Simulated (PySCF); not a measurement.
# Working out the ionisation energy of As⁺

As⁺ [Ar] 3d10 4s2 4p2 (3P) → As²⁺ [Ar] 3d10 4s2 4p1 (2P). Calculation: PySCF 2.14, in x2c-TZVPPall (6s5p4d1f, 48 functions); scalar relativity by spin-free X2C-1e. Frozen: [Ar] 3d10. Energies in hartree (1 hartree = 27.21139 eV):

| part | As⁺ (lower) | As²⁺ (upper) |
| --- | --- | --- |
| UHF | -2258.663367 | -2258.004112 |
| CCSD correlation | -0.067720 | -0.052714 |
| (T) | -0.001576 | -0.000689 |

Problem. What does Hartree-Fock give?

Solution. (-2258.004112) − (-2258.663367) = 0.659255 hartree = 17.939 eV.

Problem. What do CCSD and CCSD(T) give?

Solution. The CCSD correlation energies differ by 0.015006 hartree = 0.408 eV and the triples by 0.000887 hartree = 0.024 eV, so CCSD gives 18.347 eV and CCSD(T) 18.371 eV.

A first-order spin-orbit estimate adds -0.034 eV to CCSD(T) (valence), giving 18.337 eV against 18.589 eV (measured; NIST Atomic Spectra Database, ionization energies).

What remains against the reference includes basis incompleteness, the frozen core and higher excitations.
